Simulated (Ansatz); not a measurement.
Hg₂TeF₂, relaxed as a singlet with RKS PBE0-D4/def2-SVP in Ansatz, starting from the GFN1-xTB geometry. Force threshold 0.02 eV/Å.

In the def2 sets Hg, Te take a core potential; there is no spin–orbit coupling. Another isomer (singlet) lies 0.58 eV lower at PBE0-D4/def2-TZVP; other spin states weren't run for this one.

Start:

```xyz
5

Hg    0.366    0.013    0.479
Hg   -0.344   -2.089   -0.889
Te    0.711    2.703    1.236
F    -0.541   -3.830   -0.383
F    -0.193    3.204   -0.444
```

Question: Estimate the energy that the relaxation releases and the steps that it takes.

Answer: 27.7 kcal/mol, in 7 steps; 25 s on 4 threads of Arm Neoverse N1 on a shared host. No frequencies were taken in this run, so the end may be a saddle point.

Question: Does the start keep its bonding?

Answer: By distances, no bond broke or formed. The bond that changes most is Hg2–F4, from 1.82 to 1.98 Å (atoms count from 1).

Question: Predict the relaxed structure.

Answer: 
| atom | x (Å) | y (Å) | z (Å) |
| --- | --- | --- | --- |
| Hg1 | 0.319 | 0.219 | 0.486 |
| Hg2 | -0.232 | -2.220 | -0.289 |
| Te3 | 0.784 | 2.783 | 1.136 |
| F4 | -0.648 | -4.073 | -0.862 |
| F5 | -0.222 | 3.292 | -0.470 |
Bond lengths (bridged metal pairs left out): 1 × Hg–Hg 2.62 Å; 1 × Hg–Te 2.69 Å; 1 × F–Hg 1.98 Å; 1 × F–Te 1.96 Å.
